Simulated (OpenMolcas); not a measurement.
## Computed levels of I5+

```yaml
Program: OpenMolcas 26.06
Method: CASSCF
Basis: ANO-RCC-VQZP [8s7p5d3f2g]
Scalar_Hamiltonian: DKH2, point nucleus
Active_space: 2 electrons in 8 orbitals (5s 5p 6s 6p)
State_averaging: 2S+1 = 3 even, 3 roots; 2S+1 = 1 even, 7 roots; 2S+1 = 3 odd, 3 roots; 2S+1 = 1 odd, 3 roots
Spin-orbit_coupling: RASSI with atomic mean-field integrals over the reference wave functions, term energies averaged over their components
```

With spin-orbit coupling, above the lowest level:

```csv
Configuration,Term,J,E (eV),Measured (eV),Term weight %,Second
5s2,1S,0,0.0000,0.0000,100,
5s 5p,3P*,0,10.1952,10.6212,100,
5s 5p,3P*,1,10.6185,11.0670,99,
5s 5p,3P*,2,11.6724,12.3594,100,
5s 5p,1P*,1,17.0197,15.7985,99,
5p2,3P,0,24.8962,24.8074,95,4 1S
5p2,3P,1,25.6554,25.8475,100,
5p2,3P,2,26.2929,,82,18 1D
5p2,1D,2,28.0601,25.9662,82,18 3P
```

Against the 7 measured excited levels shown (the list in Rauch et al., Astron. Astrophys. 606, A105 (2017)) the mean absolute deviation is 5900 cm-1; the largest miss in energy is 5p2 1D2: computed 28.0601, measured 25.9662 eV (+8.1 %).

Spin-orbit coupling puts the lowest level 0.0027 eV below the lowest spin-free term.

Active for correlation alone: 6p 6s; no level in the range computed is led by a configuration that fills them, so any true level of that kind is missing. The ¹D term of p² mixes with s d, which this space lacks. Measured partners are found by configuration, term and J. A level has none where our copy of the source lacks it or the pairing is in doubt (some pairs that miss far off the trend of their configuration count as doubtful), and it then counts in no deviation. Only configurations of the active space appear. The first state left out of the spin-orbit step lies near 310000 cm-1 above the lowest spin-free state of the reference (among the parities and spins computed), and the list stops at four fifths of that energy or lower.

The term weight is that of the spin-free term in the level, not the purity of its configuration. * marks odd parity.
